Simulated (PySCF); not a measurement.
# Stationary points of HfS(OH)₂

Method: PBE0 in PySCF with Hf def2-SVP with ECP60, S def2-SVP, O def2-SVP, H def2-SVP; scalar-relativistic core potentials, no spin–orbit coupling; density-fitted integrals.

Relaxations began from a few typed shapes. The search is not exhaustive: other isomers or separated fragments can lie lower, and high-lying points may rest on an excited occupation.

| spin | group | bonds | angles | imaginary modes (cm⁻¹) | ΔE (kJ/mol) | ΔE with ZPE (kJ/mol) |
| --- | --- | --- | --- | --- | --- | --- |
| singlet | Cs | Hf–O 1.935 Å (×2), Hf–S 2.235 Å, O–H 0.960 Å (×2) | H–O–Hf 141.8° (×2), O–Hf–O 112.1°, O–Hf–S 111.2° (×2) | none | 0.0 | 0.0 |
| singlet | C2v | Hf–O 1.946 Å (×2), Hf–S 2.243 Å, O–H 0.959 Å (×2) | H–O–Hf 152.4° (×2), O–Hf–O 123.5°, O–Hf–S 118.3° (×2) | 1 found | 10.6 | – |

The lowest minimum found is the singlet Cs: Hf–O 1.935 Å (×2), Hf–S 2.235 Å, O–H 0.960 Å (×2); H–O–Hf 141.8° (×2), O–Hf–O 112.1°, O–Hf–S 111.2° (×2).

For the lowest minimum: stability towards spin polarisation was not tested. With an element this heavy the missing spin–orbit coupling can shift these numbers.
